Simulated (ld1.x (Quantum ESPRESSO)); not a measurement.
**cerium (Ce) PAW: all-electron and pseudo phase curves**

```json
{
  "Element": "cerium (Ce)",
  "Generator": "ld1.x (Quantum ESPRESSO) 7.5",
  "Type": "PAW",
  "Functional": "LDA (PZ)",
  "Relativity": "fully relativistic",
  "Frozen core": "[Kr]",
  "Valence charge": "22",
  "Reference configuration": "4d10 4f1 5s2 5p6 5d1 6s2 6p0",
  "Partial waves": "5s (bound): rcut 2.75, rcutus 3.10 bohr; 6s (bound): rcut 2.75, rcutus 3.10 bohr; 5p (bound): rcut 2.40, rcutus 3.30 bohr; 6p (bound, empty): rcut 2.40, rcutus 3.30 bohr; 4d (bound): rcut 1.25, rcutus 1.35 bohr; 5d (bound): rcut 1.25, rcutus 1.35 bohr; 4f (bound): rcut 0.75, rcutus 0.90 bohr; 4f channel at 0.45 Ry: rcut 0.75, rcutus 0.90 bohr",
  "Local potential": "all-electron potential smoothed inside 1.00 bohr (lloc = -2)",
  "Core correction": "Bessel-smoothed model core inside 0.55 bohr",
  "Augmentation charge": "PSQ, inside the norm-conserving radii"
}
```

Open shells are filled in proportion to 2j + 1 (rel_dist='average').

The phase is arctan(r·u′/u) with u = r·R(r), unwrapped; energies in Ry, scanned from -10 to 5 Ry. A pole is an energy at which the radial function vanishes at the test radius. The pseudo phase is shifted by a multiple of π to meet the all-electron one at the reference energy, and phase errors are pseudo minus all-electron; the curves can meet again beyond the range given. Levels narrower than the energy grid can be missing from the lists of poles.

```
channel  radius (bohr)  reference energy (Ry)  poles, all-electron  poles, pseudo  unbroken range about the reference energy with phases within 0.05 rad  phase error 1 Ry above the reference energy (rad)
      s           3.61                  -0.29          -2.96, 1.20    -2.96, 1.54                                                              below 1.5                                             +0.028
   p1/2           3.61                  -0.11          -1.81, 1.94          -1.80                                                           -0.2 to -0.1                                             +2.291
   p3/2           3.61                  -0.10          -1.58, 2.14          -1.58                                                            -0.4 to 0.0                                             +2.010
   d3/2           3.61                  -0.24           0.13, 3.68     0.13, 3.72                                                        the whole range                                             +0.001
   d5/2           3.61                  -0.23           0.16, 3.73     0.17, 3.78                                                        the whole range                                             +0.001
   f5/2           3.61                  -0.43          -0.40, 2.17    -0.40, 2.17                                                        the whole range                                             +0.000
   f7/2           3.61                  -0.40          -0.37, 2.18    -0.37, 2.18                                                        the whole range                                             +0.000
```

The ghost test of this file was not conclusive.

Phases in the f7/2 channel:

```csv
E (Ry),all-electron,pseudo
-10.00,1.485,1.485
-9.52,1.482,1.482
-9.04,1.480,1.480
-8.56,1.478,1.478
-8.08,1.475,1.475
-7.60,1.472,1.472
-7.12,1.469,1.469
-6.64,1.466,1.466
-6.16,1.462,1.462
-5.68,1.458,1.458
-5.20,1.453,1.453
-4.72,1.448,1.448
-4.24,1.441,1.441
-3.76,1.434,1.434
-3.28,1.425,1.425
-2.80,1.415,1.415
-2.32,1.401,1.401
-1.84,1.384,1.384
-1.36,1.359,1.359
-0.88,1.318,1.318
-0.40,-1.280,-1.280
0.08,-1.938,-1.938
0.56,-2.248,-2.248
1.04,-3.709,-3.709
1.52,-4.486,-4.486
2.00,-4.671,-4.671
2.48,-4.772,-4.772
2.96,-4.876,-4.876
3.44,-5.094,-5.096
3.92,-6.481,-6.492
4.40,-7.545,-7.547
4.88,-7.719,-7.720
```
